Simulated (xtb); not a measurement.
Input file for xtb: GFN1-xTB on F2-, 2S+1 = 2, a spin state set in the input, which need not be the lowest, a point of a bond scan (R = 1.843 Å). Charge -1.

```
$ xtb mol.xyz --gfn 1 --sp --chrg -1 --uhf 1
2

F      0.00000000     0.00000000     0.00000000
F      0.00000000     0.00000000     1.84283900
```

### Question
Give the final energy of this run.

### Answer
-10.4136 hartree.
